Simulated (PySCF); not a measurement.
A structure optimised at PBE-D3(BJ)/def2-SVP, used in a PySCF frequency run:

```xyz
10

Cl    -1.7724    -1.2954    -0.8712
Si    -0.5316    -0.4924     0.5941
N      1.1290    -1.0602     0.3969
C      1.9863    -0.1621     0.0697
O      1.7710     1.1690    -0.1148
Si     0.1251     1.7234     0.1576
H     -1.0912    -0.8682     1.9294
H      3.0561    -0.4077    -0.1033
H     -0.3240     2.3949    -1.1048
H      0.1920     2.7101     1.2867
```
Charge 0, spin multiplicity 1.

Write its SMILES and formula.

Cl[Si@H]1N=CO[SiH2]1, CH₄ClNOSi₂

What are its rotational constants (standard atomic weights)?

3.3615, 1.3356, 1.1010 GHz
